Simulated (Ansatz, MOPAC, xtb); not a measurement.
Diatomic O2+, multiplicity 2 (the spin of the measured ground state). The T1 diagnostic near the minimum is 0.072, so single-reference values are doubtful.

The constants come from a fifth-degree fit in 1/R (seven points, main isotopes). In def2 and cc sets the state is the lowest found near the PBE0 minimum, followed along R.

Programs: Ansatz (Gaussian orbitals); MOPAC for PM3, PM7 (differences of heats of formation); xtb for the GFN methods. Each number belongs to the level named beside it. The GFN methods have no spin term and hold the electronic entropy of 300 K.

| level | r_e (Å) | ω_e (cm⁻¹) | α_e (cm⁻¹) | B_e (cm⁻¹) |
|---|---|---|---|---|
| PM3 | 1.113 | 2399 | 0.011 | 1.70 |
| PM7 | 1.063 | 1831 | 0.012 | 1.87 |
| GFN1-xTB | 1.091 | 2151 | 0.014 | 1.77 |
| GFN2-xTB | 1.099 | 1987 | 0.016 | 1.74 |
| SVWN5/def2-TZVPP | 1.111 | 2000 | 0.017 | 1.71 |
| PBE/def2-TZVPP | 1.122 | 1931 | 0.017 | 1.67 |
| r2SCAN/def2-TZVPP | 1.109 | 2026 | 0.017 | 1.71 |
| B97M-V/def2-TZVPP | 1.103 | 2070 | 0.016 | 1.73 |
| B3LYP/def2-TZVPP | 1.106 | 2053 | 0.016 | 1.72 |
| PBE0/def2-TZVPP | 1.098 | 2130 | 0.016 | 1.75 |
| BHLYP/def2-TZVPP | 1.083 | 2260 | 0.015 | 1.80 |
| CAM-B3LYP/def2-TZVPP | 1.099 | 2121 | 0.016 | 1.75 |
| wB97X-V/def2-TZVPP | 1.102 | 2130 | 0.015 | 1.74 |
| wB97M-V/def2-TZVPP | 1.101 | 2117 | 0.015 | 1.74 |
| B2PLYP/def2-TZVPP | 1.122 | 1839 | 0.022 | 1.67 |

Cores are frozen in the correlated methods. The state that PM3, PM7 reach isn't checked; PM7 holds dispersion and hydrogen-bond terms.

Measured for the ground state: r_e 1.1164 Å [Huber and Herzberg (1979), NIST Chemistry WebBook]. ω_e 1905.9 cm-1, ω_e x_e 16.489 cm-1, B_e 1.6898 cm-1, α_e 0.019363 cm-1 [Irikura, J. Phys. Chem. Ref. Data 36, 389 (2007)].

Ansatz is a program for electronic structure.
